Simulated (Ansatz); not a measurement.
Ideal-gas functions of `[CH3][GeH2][SH]` at 400 K and 1 bar, from an Ansatz frequency run at PBE0-D4/def2-TZVP.

Molar mass 122.74 g/mol, point group Cs (symmetry number 1), electronic degeneracy 1, moments of inertia 48.484, 153.092, 192.054 u Å². Harmonic wavenumbers (cm⁻¹, unscaled): 122, 133, 153, 402, 454, 609, 614, 647, 775, 848, 863, 885, 1267, 1453, 1457, 2135, 2137, 2717, 3067, 3159, 3164.

Use S(trans) = R[1.5 ln M + 2.5 ln T − 1.1517]; rotational temperatures θ = 24.2544 K / I; S(rot) = R[ln(√π/σ · √(T³/θAθBθC)) + 1.5]; for each mode x = 1.438777 ν̃/T, S = R[x/(eˣ − 1) − ln(1 − e⁻ˣ)] and H = RT x/(eˣ − 1); 1 cm⁻¹ = 0.0119627 kJ/mol; R = 8.31446 J/(mol·K).

Q: By hand: the entropy, in J/(mol·K).

A: Translation 175.0. Rotation: θ = 0.5003, 0.1584, 0.1263 K, giving 111.1. Vibration, mode by mode: 15.23, 14.52, 13.38, 5.94, 5.10, 3.28, 3.23, 2.95, 2.05, 1.66, 1.59, 1.50, 0.49, 0.28, 0.28, 0.03, 0.03, 0.01, 0.00, 0.00, 0.00, in all 71.6. Electronic 0.0. Sum 357.7 J/(mol·K).

Q: By hand: H − E and G − E in kJ/mol, counted from the electronic energy.

A: Zero-point energy ½ × 27061 × 0.0119627 = 161.9; thermal vibration 15.6; translation, rotation and pV give 4 RT = 13.3. H − E = 190.8 kJ/mol, and G − E = 190.8 − 400 × 357.7/1000 = 47.7 kJ/mol.

Vibration gives 20 % of the entropy, 29.8 J/(mol·K) of it from the modes under 150 cm⁻¹: soft modes count most, and the harmonic formula is weakest for them. The sum counts one conformer and one mirror image; others add a mixing term.
